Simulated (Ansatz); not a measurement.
```yaml
crystal:
  periodic: [false, false, false]
  atoms:
    - {symbol: Si, position_ang: [0.881473, -0.200977, 3.170895]}
    - {symbol: Si, position_ang: [1.474066, 1.993282, -1.124889]}
    - {symbol: Si, position_ang: [-0.316932, 2.897842, 0.427804]}
    - {symbol: Si, position_ang: [1.536867, -2.488574, -0.505083]}
    - {symbol: Si, position_ang: [0.270098, 1.112737, 1.625660]}
    - {symbol: Si, position_ang: [0.506198, -1.197804, 1.234494]}
    - {symbol: Si, position_ang: [-1.207879, -0.559449, -0.283589]}
    - {symbol: Si, position_ang: [-2.318040, 1.425691, -0.098582]}
    - {symbol: Si, position_ang: [-0.815833, -2.857810, 0.138081]}
    - {symbol: Si, position_ang: [1.010176, -0.223924, -0.879597]}
    - {symbol: Si, position_ang: [-0.742928, 1.947951, -1.663154]}
    - {symbol: Si, position_ang: [-0.277276, -1.848956, -2.042038]}
basis:
  gaussian: {orbitals: def2-TZVP, fitting: {mean_field: def2-universal-jkfit}}
total_charge: -1
magnetization: {spin_polarized: true, initial_magnetization: 1}
hamiltonian: {xc: {name: BLYP}, dispersion: d3bj}
output: {forces: true}
```

```sh
$ ansatz run in.yaml --threads 4 --pin off --events-out ev --progress --plain --max-ram 6963MiB
```

It prints (some lines left out):

```
Functional definition: BLYP
1536 factors; integrals over basis functions are off by at most 2.1e-1 eV
mean field evaluation 1: about -94524.6052 eV, gradient 3.1e1 eV
mean field evaluation 2: about -94491.6905 eV, gradient 7.7e1 eV
mean field evaluation 4: about -94531.1068 eV, gradient 8.3e0 eV
mean field evaluation 8: about -94531.5795 eV, gradient 7.7e-1 eV
mean field evaluation 16: about -94531.5824 eV, gradient 9.1e-3 eV
mean field evaluation 32: about -94529.7991 eV, gradient 6.5e0 eV
mean field evaluation 64: about -94530.6275 eV, gradient 2.7e0 eV
mean field -94531.58241373 eV, -3473.9715778968 hartree, gradient 6.8e-5 eV, S^2 0.754289; 1 other end points of the search recorded, 0 dependent functions left out
reference -94531.58277244 eV, -3473.9715910789 hartree; 85, 84 occupied and 359, 360 virtual orbitals, 1536 factors
Total energy: -94535.04169269 eV, -3474.0987040538 hartree
Atom 0 at     0.881473    -0.200977     3.170895 Å, force     0.619150    -0.432182     2.058197 eV/Å
Atom 1 at     1.474066     1.993282    -1.124889 Å, force     1.427190     0.713186    -0.264064 eV/Å
Atom 2 at    -0.316932     2.897842     0.427804 Å, force    -0.124342     1.560139     0.401485 eV/Å
Atom 3 at     1.536867    -2.488574    -0.505083 Å, force     1.109088    -1.094209    -0.114630 eV/Å
Atom 4 at     0.270098     1.112737     1.625660 Å, force    -0.115781     0.675312    -0.050095 eV/Å
Atom 5 at     0.506198    -1.197804     1.234494 Å, force     0.263452    -0.613177     0.558215 eV/Å
Atom 6 at    -1.207879    -0.559449    -0.283589 Å, force    -1.117021     0.031559     0.013792 eV/Å
Atom 7 at    -2.318040     1.425691    -0.098582 Å, force    -1.494161     0.254735     0.534647 eV/Å
Atom 8 at    -0.815833    -2.857810     0.138081 Å, force    -0.679378    -1.331224     0.339551 eV/Å
Atom 9 at     1.010176    -0.223924    -0.879597 Å, force     0.893946     0.351084    -0.516456 eV/Å
Atom 10 at    -0.742928     1.947951    -1.663154 Å, force    -0.477066     0.394851    -1.556981 eV/Å
Atom 11 at    -0.277276    -1.848956    -2.042038 Å, force    -0.305076    -0.510075    -1.403662 eV/Å
Dipole moment:    -0.026792    -0.115475    -0.156701 e Å
```

It took 3.1 min on 4 threads of Intel Xeon on a shared host, peak host memory 2.6 GiB.

The highest occupied level of an anion often lies above zero with these methods, and sets without diffuse functions describe the outer electron poorly.

The dipole of an ion depends on the origin.
